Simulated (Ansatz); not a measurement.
```yaml
atoms:
  - { symbol: Al, position_ang: [0.0000, 0.0000, -0.6309] }
  - { symbol: F, position_ang: [0.0000, 0.0000, 0.9114] }
```

Basis set: cc-pVDZ (spherical functions). Frozen core: 6 orbitals. Charge 0, multiplicity 1.

Computed with Ansatz (development build ahead of 0.2.0); each method stands on the lowest determinant of its kind that the runs found. Restricted open shells among the atoms or ions are ROHF, correlated in semicanonical orbitals with singles.

The atomization energy at this shape (free ground-state atoms in the same class of orbitals less the molecule, no zero-point energy) of singlet AlF:

```csv
method,atomization energy
RHF,104.77 kcal/mol
```

**Question.** What does RHF-MP2 give?

**Answer.** 139.04 kcal/mol. Caution: the shape is not the minimum.
